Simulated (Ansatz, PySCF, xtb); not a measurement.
Reaction R1 + R2 → P1 + P2, each structure at its B3LYP-D3(BJ)/def2-TZVP stationary point, reached from a drawn start (curvature not checked).
R1: H2O (SMILES O), charge 0, multiplicity 1.
R2, F4Ti (SMILES [F][Ti]([F])([F])[F]) (charge 0, multiplicity 1):
| atom | x (Å) | y (Å) | z (Å) |
|---|---|---|---|
| F | 1.7007 | -0.3899 | -0.1440 |
| Ti | 0.0000 | 0.0000 | 0.0000 |
| F | -0.2423 | 1.6964 | -0.3593 |
| F | -0.5391 | -0.3336 | 1.6320 |
| F | -0.9194 | -0.9727 | -1.1287 |
P1, F3HOTi (SMILES [OH][Ti]([F])([F])[F]) (charge 0, multiplicity 1):
| atom | x (Å) | y (Å) | z (Å) |
|---|---|---|---|
| O | 1.2514 | -0.4241 | -0.2866 |
| Ti | -0.4342 | 0.0349 | 0.0125 |
| F | -0.7047 | 1.6948 | -0.5117 |
| F | -1.4930 | -1.0595 | -0.8718 |
| F | -0.7807 | -0.0490 | 1.7376 |
| H | 2.1613 | -0.1971 | -0.0799 |
P2: HF (SMILES F), charge 0, multiplicity 1.

P less R. No zero-point or thermal terms; no spin–orbit coupling. One arrangement of each flexible species, with no search for the lowest.

Correlated levels freeze the cores.

Run with Ansatz (a first-principles code) with Gaussian orbitals; PySCF for the D3/D4 terms; xtb for the GFN methods. All values are computed, each at the level named.

```json
[
 {"level": "GFN2-xTB", "reaction energy (eV)": "1.596"},
 {"level": "r2SCAN/def2-TZVPP", "reaction energy (eV)": "0.477"},
 {"level": "r2SCAN-D3(BJ)/def2-TZVPP", "reaction energy (eV)": "0.473"},
 {"level": "B3LYP/def2-TZVPP", "reaction energy (eV)": "0.446"},
 {"level": "CAM-B3LYP-D3(BJ)/def2-TZVPP", "reaction energy (eV)": "0.428"},
 {"level": "CAM-B3LYP-D4/def2-TZVPP", "reaction energy (eV)": "0.426"},
 {"level": "wB97M-V/def2-TZVPP", "reaction energy (eV)": "…"},
 {"level": "B2PLYP/def2-TZVPP", "reaction energy (eV)": "…"},
 {"level": "CCSD(T)/def2-QZVPP", "reaction energy (eV)": "…"}
]
```

Q: Fill in the missing entries.

A: 
- wB97M-V/def2-TZVPP, reaction energy (eV): 0.436
- B2PLYP/def2-TZVPP, reaction energy (eV): 0.439
- CCSD(T)/def2-QZVPP, reaction energy (eV): 0.412
